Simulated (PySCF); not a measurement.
C2H8GaN, SMILES [CH3][Ga]([CH3])[NH2]. Heavy atoms are numbered as in [Ga:1]([CH3:2])([CH3:6])[NH2:10]. Hydrogens are named by the atom that carries them.

Geometry optimised at TPSSh-D3(BJ)/def2-SVP. The isomer is the one that the SMILES or the coordinates give; other isomers of the formula were not compared. Other conformers were not sampled.

Method: PBE/pcSseg-1 in PySCF.

GIAO shieldings, no solvent; atoms alike by connectivity are averaged. δ = σ(ref) − σ: ¹³C against TMS (σ = 182.0 ppm); ¹H against TMS (σ = 31.49 ppm); ¹⁵N against NH3 (σ = 267.0 ppm), references at their B3LYP-D3(BJ)/def2-TZVP geometries, non-relativistic.

Computed chemical shifts:
| nucleus | atoms | count | δ (ppm) |
|---|---|---|---|
| ¹³C | C2 (CH3) | 2 | -4.0 |
| ¹H | H on N10 | 2 | 2.62 |
| ¹H | H on C2 | 6 | 0.27 |
| ¹⁵N | N10 (NH2) | 1 | 79.2 |
